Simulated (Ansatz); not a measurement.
Gas-phase electronic energies from Ansatz, PBE0-D4/def2-TZVP geometries. CBS: MP2 limit from def2 TZ/QZ plus the TZ coupled-cluster correction, frozen cores. This one scheme is used for every species. Functionals use def2-TZVPP. B3LYP here is the variant with VWN-RPA as its local correlation; programs differ in this. HSE06 is defined as in plane-wave codes. One conformer a species, not always the lowest.

Consider the ligand exchange at the Si–C bond: `C[Si](C)(F)P` + HCl → `C[Si](F)(P)Cl` + CH₄.

```
           level  ΔE (kJ/mol)  difference from CCSD(T)/CBS
          PBE-D4       -106.8                          0.4
         BLYP-D4       -109.8                         -2.6
       r2SCAN-D4       -111.5                         -4.3
          B97M-V       -114.4                         -7.2
        HSE06-D4       -107.7                         -0.5
        BHLYP-D4       -113.0                         -5.8
    CAM-B3LYP-D4       -108.3                         -1.1
            BLYP       -110.3                         -3.1
          r2SCAN       -111.9                         -4.7
           B3LYP       -110.5                         -3.3
       CAM-B3LYP       -108.6                         -1.4
     HF/def2-SVP       -111.2                         -4.0
   CCSD/def2-SVP       -102.7                          4.5
CCSD(T)/def2-SVP       -102.4                          4.8
   HF/def2-TZVPP       -115.1                         -7.9
    HF/CBS(def2)       -115.0                         -7.8
     CCSD(T)/CBS       -107.2                            0
```

Question: What do rigid-rotor, harmonic-oscillator terms from PBE0-D4/def2-TZVP frequencies (298.15 K, 1 bar) make of the CCSD(T)/CBS value? (Estimate.)

Answer: The calculation gave: ΔZPE = +8.1 kJ/mol, ΔH = -99.8 kJ/mol, ΔS = -7 J/(mol·K), ΔG = -97.6 kJ/mol.

Largest T1 diagnostic among the species: 0.012.

In def2-TZVPP, CCSD(T) changes the Hartree–Fock value by +11.2 kJ/mol (the triples alone add −0.1 kJ/mol) and MP2 by +5.6 kJ/mol. Leaving LDA and LC-ωPBE aside and taking each functional with its dispersion term where it has one, the values, not all of them listed here, spread over 7.9 kJ/mol, from B97M-V to revPBE-D4. LDA lies +4.6 kJ/mol from PBE without D4.

CCSD(T)/CBS has its own doubt, a few kJ/mol and more with outer-core shells, so smaller differences from it don't rank the levels.
